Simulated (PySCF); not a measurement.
Two species compared at the same levels of theory.

First species: C2H10O2SSi2.
InChI=1S/C2H10O2SSi2/c1-3-7-4-2-6-5/h5H,2,6-7H2,1H3

Second species: C₅H₉OPSi.
SMILES: `CC#C[C@@H]1CO[Si@H]1P`

Levels: PBE0/def2-SVPD for HOMO energy, LUMO energy, HOMO–LUMO gap and static isotropic polarisability; TDDFT PBE0/def2-SVPD for lowest singlet excitation; TDA PBE0/def2-SVPD for lowest triplet excitation (Tamm–Dancoff). Geometries: GFN2-xTB. Each species is one conformer at its optimised geometry, gas phase, non-relativistic unless stated. Electronic properties by PySCF.

Dipoles, sizes and rotational constants follow the conformer. The torsions of the flexible species, by atom-mapped SMILES:
- `[CH3:1][C:2]#[C:3][C@@H:4]1[CH2:5][O:6][Si@H:7]1[PH2:8]`: H–P8–Si7–O6 -172°, H–P8–Si7–O6 -79°

The conformers of `CO[SiH2]OC[SiH2]S` aren't listed.

Which has the higher static isotropic polarisability?

The second: 115.8 au against 105.4 au, a difference of 10.4 au.

Which of the two has the higher S1 energy, and by how much?

The first: 5.84 eV against 5.23 eV, a difference of 0.61 eV.

Which of the two has the higher LUMO energy, and by how much?

The first: -0.22 eV against -0.54 eV, a difference of 0.32 eV.

Which of the two has the higher HOMO–LUMO gap, and by how much?

The first: 7.09 eV against 6.27 eV, a difference of 0.82 eV.

Which has the higher T1 energy?

The first: 5.51 eV against 4.73 eV, a difference of 0.78 eV.

Which of the two has the higher HOMO energy, and by how much?

The second: -6.81 eV against -7.31 eV, a difference of 0.50 eV.

On the first: The principal polarisabilities are 88.0, 93.0 and 135.3 au; their mean is the isotropic value. The polarisability is 15.62 Å³ as a volume (1 au = 0.148185 Å³), or 1.29 au for each of the 82 electrons.

On the second: No computed singlet falls in the visible range (750 to 380 nm, 1.65 to 3.26 eV); S1 lies 1.97 eV above its blue end. The polarisability is 17.16 Å³ as a volume (1 au = 0.148185 Å³), or 1.52 au for each of the 76 electrons.
